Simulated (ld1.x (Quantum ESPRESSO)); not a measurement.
Transferability test, PAW potential for silicon (Si)

ld1.x (Quantum ESPRESSO) 7.5 input, shortened:

```
&input
   title='Si', zed=14., rel=0, dft='PZ', iswitch=3,
   config='[Ne] 3s2 3p1.5'
 /
 &inputp
   pseudotype=3, lpaw=.true., tm=.true., lloc=-2, rcloc=1.70,
   nlcc=.true., new_core_ps=.true., rcore=1.35,
   which_augfun='PSQ', rmatch_augfun_nc=.true.
 /
4
3S  1  0   2.00   0.00  1.65  1.85  0.0
3S  1  0   0.00   3.20  1.65  1.85  0.0
3P  2  1   1.50   0.00  1.30  1.65  0.0
3P  2  1   0.00   4.35  1.30  1.65  0.0
 &test
   configts(1)='3s2 3p1.5'
 /
```

Energies are relative to the spin-unpolarised reference configuration 3s2 3p1.5; without spin polarisation the order of configurations can differ from experiment. Spin-polarised rows fill each open shell by Hund’s rule, majority spin first. The frozen-core shift is the all-electron ΔE with the core orbitals held at their reference shape minus the fully relaxed ΔE.

**Question.** Give the all-electron excitation energy and the error of the potential for: 3s2 3p2; 3s2 3p1; 3s2 3p0; 3s0 3p4; 3s1 3p3; 3s1 3p0; 3s1 3p2; 3s2 3p1.5 (spin-polarised); 3s2 3p2 (spin-polarised).

**Answer.**

| valence configuration | charge | ΔE all-electron (eV) | error AE − PS (meV) | frozen-core shift (meV) |
| --- | --- | --- | --- | --- |
| 3s2 3p2 | 0 | -2.970 | 0.0 | +0.1 |
| 3s2 3p1 | +1 | 4.870 | -0.3 | +0.5 |
| 3s2 3p0 | +2 | 20.996 | -8.9 | +10 |
| 3s0 3p4 | 0 | 10.692 | -1.6 | +2.0 |
| 3s1 3p3 | 0 | 3.780 | -0.3 | +0.3 |
| 3s1 3p0 | +3 | 55.070 | -63 | +68 |
| 3s1 3p2 | +1 | 12.219 | -1.5 | +2.4 |
| 3s2 3p1.5 (spin-polarised) | +0.5 | -0.399 | -0.4 | +0.5 |
| 3s2 3p2 (spin-polarised) | 0 | -3.581 | -0.5 | +0.8 |

Levels in the configuration 3s1 3p3:

| level | all-electron (eV) | pseudo (eV) |
| --- | --- | --- |
| 3s | -11.584 | -11.585 |
| 3p | -4.749 | -4.750 |
